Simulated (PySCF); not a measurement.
An excited-state job on `FC(OCC(=O)N)(F)F`.

Method: TDDFT B3LYP/def2-SVPD, vertical, gas phase, core orbitals frozen in the response (PySCF 2.14.0, density-fitted response routines). Geometry: GFN2-xTB. The input is one job of a driver script: a line of settings, then coordinates in Å.

Input:
```
{"job": {"kind": "uv", "xc": "B3LYP", "basis": "def2-SVPD", "nstates": 8, "ntriplets": 3}, "charge": 0, "multiplicity": 1}
N      1.992031     0.632144    -0.584313
C      1.569340    -0.268018     0.314252
O      2.286689    -0.869179     1.074469
C      0.051825    -0.503186     0.326065
O     -0.599874     0.305649    -0.669228
C     -1.913226     0.178760    -0.718715
F     -2.531634     0.513848     0.426224
F     -2.325448    -1.070089    -0.993369
F     -2.394812     0.968710    -1.670028
H      1.346416     1.098777    -1.196426
H      2.976548     0.832338    -0.643780
H     -0.327182    -0.254403     1.322972
H     -0.135063    -1.564864     0.132901
```

Output:
```
coarse grid: 12232 points
cycle   1  E = -620.6576543736  dE =  1.726e+00  |g| = 1.285e+00  |ddm| = 4.893e+00
cycle   2  E = -619.7905974761  dE =  8.671e-01  |g| = 2.477e+00  |ddm| = 3.843e+00
cycle   3  E = -620.9183559644  dE = -1.128e+00  |g| = 4.681e-01  |ddm| = 2.941e+00
cycle   4  E = -620.9595247962  dE = -4.117e-02  |g| = 9.880e-02  |ddm| = 5.000e-01
cycle   5  E = -620.9612069491  dE = -1.682e-03  |g| = 2.199e-02  |ddm| = 1.106e-01
cycle   6  E = -620.9612985834  dE = -9.163e-05  |g| = 8.946e-03  |ddm| = 3.034e-02
cycle   7  E = -620.9613146012  dE = -1.602e-05  |g| = 1.763e-03  |ddm| = 9.138e-03
cycle   8  E = -620.9613151485  dE = -5.473e-07  |g| = 6.291e-04  |ddm| = 2.045e-03
final grid: 123336 points
cycle   9  E = -621.0588657562  dE = -4.668e-05  |g| = 7.543e-03  |ddm| = 9.391e-02
cycle  10  E = -621.0588455847  dE =  2.017e-05  |g| = 1.279e-02  |ddm| = 1.700e-02
cycle  11  E = -621.0588752631  dE = -2.968e-05  |g| = 2.313e-03  |ddm| = 1.182e-02
cycle  12  E = -621.0588762804  dE = -1.017e-06  |g| = 2.108e-04  |ddm| = 2.136e-03
cycle  13  E = -621.0588762855  dE = -5.068e-09  |g| = 1.147e-04  |ddm| = 3.018e-04
cycle  14  E = -621.0588762881  dE = -2.610e-09  |g| = 2.387e-05  |ddm| = 1.336e-04
cycle  15  E = -621.0588762882  dE = -1.000e-10  |g| = 9.195e-06  |ddm| = 3.483e-05
converged SCF energy = -621.0588762882

Static polarisability (au): isotropic 56.326, principal 43.706 58.256 67.017

Singlet excitations
state   eV       nm        f      main configurations
  1   5.8611    211.5   0.00018   H->L 0.98
  2   6.9948    177.3   0.01098   H->L+1 0.88, H-1->L 0.09
  3   7.2840    170.2   0.00791   H-1->L+1 0.95
  4   7.5543    164.1   0.14401   H-1->L 0.58, H->L+2 0.24
  5   7.9620    155.7   0.06860   H->L+2 0.71, H-1->L 0.21
  6   7.9773    155.4   0.03599   H->L+3 0.87
  7   8.1393    152.3   0.00325   H-1->L+2 0.91
  8   8.2958    149.5   0.00141   H-1->L+3 0.91

Triplet excitations (Tamm-Dancoff, eV): 5.4193 5.6097 6.9359
```

The SCF starts on a coarse grid where the log names one; the energy can jump when the final grid takes over, and dE then counts from the start density on the new grid. H and L stand for HOMO and LUMO; the number after each pair is its weight.

Task: Give the mean polarisability as a volume in Å³, and the ratio of the largest to the smallest principal value.

Result: 56.326 au × 0.148185 = 8.35 Å³; 67.017/43.706 = 1.53.

Task: Give S1 in cm⁻¹ and kJ/mol.

Result: 5.8611 eV × 8065.54 = 47273 cm⁻¹; × 96.485 = 565.5 kJ/mol.

Main results: HOMO -7.86 eV, LUMO -0.20 eV; lowest singlet 5.86 eV; lowest triplet 5.42 eV (Tamm–Dancoff); mean polarisability 56.3 au.

On an x86-64 server with one thread, no GPU, on a shared host, this took 55 s wall.

One conformer stands for the species.
Labels such as C1 count atoms from 1, the log's own numbers from 0.
